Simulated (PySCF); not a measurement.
**La⁴⁴⁺: ionisation energy**

La⁴⁴⁺ [Ne] 3s2 3p1 (2P) → La⁴⁵⁺ [Ne] 3s2 (1S), as a difference of total energies. All numbers are calculated (PySCF 2.14, scalar relativity by spin-free X2C-1e, in an uncontracted even-tempered set (18 s from 8.4 bohr⁻², ratio 2.5; 12 p from 11 bohr⁻², ratio 2.5; 4 d from 44 bohr⁻², ratio 2.7; 4 f from 66 bohr⁻², ratio 2.7)). Correlated levels: outer shells: 1s2 frozen; virtual orbitals above 40 to 60 times the deepest correlated orbital energy dropped. The calculations carry no spin-orbit coupling.

```
                method  ionisation energy (eV)
                   UHF                  3443.9
                   LDA                  3445.6
                   PBE                  3446.7
                  PBE0                  3446.3
                r2SCAN                  3446.1
                  BP86                  3447.3
                 TPSSh                  3446.6
    MP2 (outer shells)                  3444.4
SCS-MP2 (outer shells)                  3444.2
```

A first-order spin-orbit estimate (lowest level to lowest level, LS coupling) adds 67.500 eV.

Breit and QED terms and the two-electron picture change are absent.

First order in ζ underestimates the shift of j = l − 1/2 levels at high Z.

For comparison: 3515 ± 4 eV (theoretical estimate listed by NIST; NIST Atomic Spectra Database, ionization energies).
